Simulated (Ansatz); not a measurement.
BrClH₂O₂Zr (`[OH][Zr]([OH])([Cl])[Br]`). Total charge 0; spin multiplicity 1. Correlated methods include outer-core shells of Br, Zr, which these sets cover unevenly. Scalar relativity is left out up to krypton. Zr: def2 effective core potential.

Z-matrix (Å, degrees):
```
Zr
O 1 1.892
Cl 1 2.356 2 108.9
O 1 1.892 2 110.6 3 119.6
Br 1 2.518 2 109.0 3 -120.6
H 2 0.953 1 171.6 3 -122.4
H 4 0.953 1 171.7 2 2.9
```

**Question.** Give the diagnostics of a CCSD(T)/def2-TZVPP run (frozen core, Ansatz 0.2.0). (Best estimate.)

**Answer.** Computed: T1 = 0.0147, largest single amplitude 0.042, largest double 0.025, (T) share of the correlation energy 4.0 %, 10 CCSD cycles. The RHF solution is stable towards an unrestricted one. T1 lies under the customary mark of 0.02 for closed shells.
